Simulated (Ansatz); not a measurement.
This geometry of F4H2HfO (8 atoms, charge 0, multiplicity 1) is a first-order saddle point.

Level of theory: Ansatz, RHF/def2-SVPD.

```xyz
8
Properties=species:S:1:pos:R:3
Hf -0.297 0.041 -0.177
F -0.468 0.786 1.908
F 1.460 -0.656 0.136
F -0.294 1.821 -0.886
F -0.878 -0.994 -1.688
O -1.896 -0.604 1.021
H -2.654 -1.159 1.057
H -1.341 0.136 1.853
```

Q: Which two structures does it join? (They come from a converged band through this point; their orientation in space is the band's.)

A: Bonds broken: O6–H8. Bonds formed: F2–H8.

Initial state:

```xyz
8
Properties=species:S:1:pos:R:3
Hf 0.011 0.050 0.023
F 0.320 0.072 1.941
F 1.829 -0.062 -0.595
F -0.571 1.735 -0.704
F -0.738 -1.497 -0.879
O -2.148 -0.142 0.954
H -2.791 -0.736 0.594
H -2.280 -0.049 1.888
```

Final state:

```xyz
8
Properties=species:S:1:pos:R:3
Hf -0.405 -0.065 -0.255
F -0.348 0.836 2.004
F 1.311 -0.765 0.271
F -0.435 1.808 -0.711
F -0.725 -0.925 -1.942
O -1.948 -0.699 0.825
H -2.705 -1.248 0.733
H -1.112 0.429 2.298
```

Q: How far does it lie above each of them?

A: 1.20 eV above the first and 0.24 eV above the second. This is the barrier of this one path; another mechanism may lie lower. The orbitals stay closed-shell, which can raise the energy where a bond breaks towards radicals; this wasn't checked here.

Run time: 5.6 min on 4 threads of AMD EPYC 7R43 64-Core Processor (Zen 3), on a shared host, peak memory 0.56 GiB.
